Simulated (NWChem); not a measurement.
System: SiHF, singlet; SMILES F[SiH]

The following NWChem deck was run.

```
start job
memory heap 200 mb stack 900 mb global 1100 mb
geometry units angstroms noautoz
  Si     0.100090     0.585904     0.000000
  H     -1.450034     0.804208     0.000000
  F      0.069099    -1.066693     0.000000
end
basis spherical
  * library aug-cc-pvdz
end
dft
  xc xpbe96 cpbe96
  iterations 150
end
tddft
  nroots 6
  notriplet
end
task tddft energy
```

Low-valent species are run as closed-shell singlets; no triplet was tried in these runs. Coordinates come from a PBE-D3(BJ)/def2-SVP optimisation.

Vertical excitations in the gas phase.

### Question
Give the results of this calculation. (PBE/aug-cc-pVDZ, full TDDFT.) Quantities: lowest excitation, singlet (eV); oscillator strength of that lowest state; lowest state with f > 0.02, singlet (eV); oscillator strength of that bright state; orbital gap (eV).

### Answer
| Property | Value |
|---|---|
| lowest excitation, singlet (eV) | 2.76 |
| oscillator strength of that lowest state | 0.017 |
| lowest state with f > 0.02, singlet (eV) | 5.16 |
| oscillator strength of that bright state | 0.047 |
| orbital gap (eV) | 2.25 |
